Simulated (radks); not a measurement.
Removal energies from the chromium ion Cr3+, [Ar] 3d3, by Delta-SCF beside the eigenvalue of the level emptied. Calculated with a radial shooting solver on a logarithmic mesh with Libxc functionals: scalar-relativistic Kohn-Sham, PBEsol, spin-polarised, spherical densities, finite nucleus; Fermi nuclear charge, rms radius of each element as measured or else 0.836 A^(1/3) + 0.57 fm. Open shells are filled with parallel spins first.

removed from,final configuration,Delta-SCF (eV),-eigenvalue (eV)
3d,[Ar] 3d2,49.530,40.384
3p,[Ne] 3s2 3p5 3d3,91.047,81.531
3s,[Ne] 3s1 3p6 3d3,120.15,110.35
2p,[He] 2s2 2p5 3s2 3p6 3d3,628.10,599.70
